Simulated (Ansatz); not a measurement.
CH6OSi, SMILES `OC[SiH3]` (H–O–C–Si torsion 61°) (charge 0, multiplicity 1).

Z-matrix (Å, degrees):
```
C
H 1 1.0917
H 1 1.0976 2 106.42
O 1 1.4352 2 105.88 3 -118.49
H 4 0.9632 1 108.70 2 179.61
Si 1 1.8961 2 109.83 3 120.17
H 6 1.4805 1 110.63 2 54.68
H 6 1.4844 7 109.62 1 122.21
H 6 1.4858 7 108.76 8 119.02
```
Charge 0, spin multiplicity 1.

Frozen-core energies in 6-31g from Ansatz (a program for electronic structure) at a geometry from B3LYP-D3(BJ)/def2-TZVP; the HF reference has <S^2> = 0.00 and the T1 diagnostic is 0.010.

```csv
level,energy (Ha)
HF,-405.00897
MP2,-405.27926
CCSD,-405.31375
CCSD(T),-405.31916
```

Question: Estimate the energies of CCSDT, CCSDT(Q) and CCSDTQ, and give each level's difference from CCSDTQ.

Answer: 
```
level     energy (Ha)  difference from CCSDTQ (mHa)
--------  -----------  ----------------------------
MP2        -405.27926                         41.17
CCSD       -405.31375                          6.68
CCSD(T)    -405.31916                          1.28
CCSDT      -405.31979                          0.64
CCSDT(Q)   -405.32048                         -0.04
CCSDTQ     -405.32044                          0.00
```
